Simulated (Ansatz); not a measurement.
`[NH2][Ge][NH2]`, relaxed with RKS PBE0-D4/def2-TZVP in the Gaussian-basis code of Ansatz from a PBE-D4/def2-SVP geometry. The force threshold is 0.005 eV/Å; the program also tests the step.

Total charge 0; spin multiplicity 1.

Start:

```xyz
7

N    -0.054    0.866   -1.079
Ge    1.225    0.232    0.092
N     0.109   -0.857    1.083
H     0.197    1.524   -1.820
H    -1.052    0.634   -1.099
H    -0.896   -1.002    0.952
H     0.472   -1.397    1.871
```

```tsv
step	energy (eV)	largest force (eV/Å)	largest move (Å)
1	-59554.9747	0.700	0.000
2	-59555.0038	0.246	0.021
3	-59555.0067	0.015	0.012
4	-59555.0067	0.014	0.010
5 (rejected)	-59555.0067	0.029	0.002
6	-59555.0067	0.004	0.001
```

End:

```xyz
7

N    -0.054    0.857   -1.070
Ge    1.209    0.230    0.092
N     0.107   -0.845    1.075
H     0.191    1.506   -1.798
H    -1.034    0.620   -1.084
H    -0.883   -0.982    0.940
H     0.465   -1.386    1.844
```

It took 17 s on 2 threads of a server CPU on a shared host, with 0.25 GiB of host memory at the peak.
